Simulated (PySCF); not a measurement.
BrH4NO2Sn, SMILES [OH][Sn]([Br])([OH])[NH2]. Geometry optimised at PBE0-D3(BJ)/def2-SVP. The structure was generated by enumeration; whether it is a known compound was not checked. The def2 effective core potentials stand for the cores of Sn; spin–orbit coupling is left out. The values are those of a single conformer.

All values below come from PBE0-D3(BJ)/def2-SVP (PySCF 2.14.0).

Harmonic wavenumbers (cm⁻¹): 83, 108, 120, 148, 154, 171, 202, 235, 270, 555, 631, 648, 667, 847, 869, 880, 1530, 3545, 3651, 3881, 3888. Rotational constants (GHz): 2.766, 1.029, 0.9967; symmetry number 1.

Q: Work out the zero-point energy and the ideal-gas rigid-rotor harmonic-oscillator thermochemistry at 298.15 K and 1 atm.

A: ZPE = ½ Σ hcν = ½ × 23082 cm⁻¹ = 33.00 kcal/mol. H − E(el) = 39.37 kcal/mol. Entropy in cal/(mol K): translation 42.43, rotation 29.12, vibration 25.68, total 97.23. G − E(el) = 10.38 kcal/mol. Cp = 30.46 cal/(mol K). Modes under 150 cm⁻¹ make the vibrational entropy uncertain.
